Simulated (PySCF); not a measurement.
# Electron correlation in Co²⁺ (cobalt, charge +2)

[Ar] 3d7, high-spin 4F determinant. Computed with PySCF 2.14 in x2c-TZVPPall (6s5p4d2f1g, 64 functions), with scalar relativity by spin-free X2C-1e. Frozen: [Ar]; 7 electrons correlated.

```tsv
level	correlation energy (mhartree)
CCSD	-177.51
(T)	-3.16
CCSD(T)	-180.67
```

Diagnostics: T1 = 0.0063, D1 = 0.0095, largest double amplitude 0.020.

Problem. Is a single reference adequate?

Solution. Yes: T1 lies below 0.03 and no double amplitude reaches 0.07.
